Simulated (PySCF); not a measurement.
In(H)2(SiH3) (H5InSi), SMILES [SiH3][InH2]. The structure is a stationary point at r2SCAN-D4/def2-TZVP. The def2 effective core potentials stand for the cores of In; spin–orbit coupling is left out.

Computed equilibrium geometry at r2SCAN-D4/def2-TZVP (PySCF confirms it by a frequency run) as bond lengths and angles:
Atoms: In1 H2 H3 Si4 H5 H6 H7. Bond lengths (Å): In1–H2 1.728, In1–H3 1.727, In1–Si4 2.571, Si4–H5 1.490, Si4–H6 1.487, Si4–H7 1.489. Angles (°): H2–In1–H3 117.6, H2–In1–Si4 120.1, H3–In1–Si4 122.3, In1–Si4–H5 109.5, In1–Si4–H6 113.4, In1–Si4–H7 111.0, H5–Si4–H6 107.6, H5–Si4–H7 107.2, H6–Si4–H7 107.9.
